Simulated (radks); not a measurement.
Problem. The mean radii <r> (bohr) of the occupied orbitals of an atom or ion are listed with their occupations. All-electron calculation, Dirac Kohn-Sham, LDA (Slater exchange, Perdew-Wang correlation), spin-unpolarised, spherical densities, point nucleus. Program: a radial shooting solver on a logarithmic mesh with Libxc functionals.

| orbital | occ. | <r> |
|---|---|---|
| 1s1/2 | 2 | 0.05417 |
| 2s1/2 | 2 | 0.2452 |
| 2p1/2 | 2 | 0.2133 |
| 2p3/2 | 4 | 0.2165 |
| 3s1/2 | 2 | 0.7421 |
| 3p1/2 | 2 | 0.7731 |
| 3p3/2 | 4 | 0.7833 |
| 3d3/2 | 4 | 0.9653 |
| 3d5/2 | 4 | 0.9711 |

Name the element and its charge. Open shells, if any, fill j = l - 1/2 first.

Solution. Z = 28, nickel, charge +2: Ni2+ in [Ar] 3d8. The 1s radius gives Z: for a bare nucleus <r> = (2 gamma + 1)/(2Z) with gamma = sqrt(1 - (Z/c)^2), 0.05282 bohr for Z = 28, and screening makes it slightly larger (0.05417 here). The occupations add up to 26, and the charge is Z minus that.
